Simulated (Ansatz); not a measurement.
Computed with Ansatz on PBE0-D4/def2-TZVP structures; ΔE is electronic, products minus reactants. CCSD(T)/CBS adds triple-zeta CCSD(T) − MP2 to the extrapolated MP2 energy (def2 sets, frozen cores). DFT in def2-TZVPP. Each species was taken in one conformer, which may not be the lowest.

Consider the ligand exchange at the Si–N bond: `CN([SiH3])[SiH2]F` + `BC(=C)S` → `BC(=C)S[SiH2]F` + `CN[SiH3]`.

`CN([SiH3])[SiH2]F`:

Cartesian coordinates in Å:
```
C -0.743 0.525 -1.213
N -0.049 0.079 -0.002
Si 1.675 0.264 -0.005
Si -0.938 -0.725 1.210
F -1.246 -2.255 0.840
H -1.821 0.585 -1.041
H -0.574 -0.154 -2.055
H -0.405 1.524 -1.508
H 2.022 1.700 -0.188
H 2.295 -0.492 -1.128
H 2.199 -0.237 1.288
H -0.150 -0.735 2.460
H -2.265 -0.080 1.342
```

`BC(=C)S`:

Z-matrix (Å, degrees):
```
B
C 1 1.538
H 1 1.195 2 118.2
H 1 1.197 2 121.7 3 -180.0
C 2 1.345 1 118.7 3 -0.1
S 2 1.762 1 121.6 3 179.9
H 5 1.087 2 123.5 1 -180.0
H 5 1.083 2 119.3 1 0.0
H 6 1.340 2 96.5 1 -0.1
```

`BC(=C)S[SiH2]F`:

Z-matrix (Å, degrees):
```
Si
S 1 2.114
F 1 1.597 2 113.8
H 1 1.479 2 104.6 3 116.7
H 1 1.480 2 110.6 3 -121.0
C 2 1.779 1 103.3 3 82.4
C 6 1.343 2 117.5 1 161.2
B 6 1.539 2 123.9 1 -24.2
H 7 1.086 6 123.2 2 -0.5
H 7 1.084 6 119.4 2 178.6
H 8 1.194 6 122.5 2 -5.4
H 8 1.195 6 117.7 2 175.9
```

`CN[SiH3]`:

Cartesian coordinates in Å:
```
C -1.215 -0.527 -0.446
N -0.373 0.146 0.520
Si 1.275 0.519 0.223
H -2.268 -0.282 -0.282
H -0.961 -0.185 -1.453
H -1.115 -1.621 -0.435
H -0.652 -0.007 1.475
H 1.363 1.316 -1.031
H 2.176 -0.662 0.044
H 1.769 1.302 1.385
```

```json
{"level": "B2PLYP", "ΔE (kcal/mol)": "5.0"}
{"level": "r2SCAN", "ΔE (kcal/mol)": "3.9"}
{"level": "SCS-MP2/def2-QZVPP", "ΔE (kcal/mol)": "5.6"}
{"level": "HF/CBS(def2)", "ΔE (kcal/mol)": "6.1"}
```

Question: What does CCSD(T)/CBS give? (An estimate is asked.)

Answer: The calculation gave: +5.1 kcal/mol. The listed levels differ from it by -0.1, -1.2, 0.5, 1.0 kcal/mol.

Largest T1 diagnostic among the species: 0.012.
